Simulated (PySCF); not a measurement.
The vertical singlet excitations below were computed for one of the candidates. The calculation used TDDFT PBE0/def2-SVPD, vertical, gas phase, core orbitals frozen in the response in PySCF. Geometries: GFN2-xTB, one conformer each.

```
state  E (eV)  λ (nm)       f
   S1    7.68   161.5   0.010
   S2    8.03   154.4  0.0062
   S3    8.06   153.8   0.034
   S4    8.14   152.2  0.0022
   S5    8.27   149.9   0.051
   S6    8.39   147.8   0.025
```

Triplets computed (Tamm–Dancoff): 7.17, 7.67 eV.

Question: Which candidate is it?
A. `C(#CC)c1ccon1`
B. `CS(=O)(=O)CS(=O)(=O)O`
C. `C(c1occ(C)p1)(=O)C`
D. `O=S(=O)(O)C([SiH3])=C=S`

Answer: B. Its S1, at 7.68 eV, is the highest among the candidates; the nearest of the others has S1 at 5.39 eV. S1 is HOMO→LUMO (83%), HOMO→LUMO+1 (10%). Löwdin shares by element: HOMO oxygen 61% or more, carbon 10% or more (atoms not listed hold the other 29%); LUMO carbon 26%, sulfur 25% or more, hydrogen 10% or more (atoms not listed hold the other 39%). At the same level the other candidates give, for their lowest levels:
- `O=S(=O)(O)C([SiH3])=C=S`: 2.69 eV (f 0.000); 4.61 eV (f 0.002); 5.00 eV (f 0.000); 5.42 eV (f 0.009); 5.71 eV (f 0.008); T1 2.35 eV; HOMO -7.62, LUMO -3.25 eV
- `CC(=O)c1occ(C)p1`: 3.44 eV (f 0.001); 4.37 eV (f 0.238); 4.84 eV (f 0.033); 4.96 eV (f 0.010); 6.07 eV (f 0.000); T1 2.56 eV; HOMO -7.14, LUMO -2.27 eV
- `CC#Cc1ccon1`: 5.39 eV (f 0.001); 5.66 eV (f 0.199); 6.17 eV (f 0.003); 6.20 eV (f 0.025); 6.45 eV (f 0.002); T1 3.82 eV; HOMO -7.31, LUMO -0.90 eV

Shape of the structure used: `[CH3:1][S:2](=[O:3])(=[O:4])[CH2:5][S:6](=[O:7])(=[O:8])[OH:9]`: C1–S2–C5–S6 78°, S2–C5–S6–O7 -48°, H–O9–S6–C5 -61°.
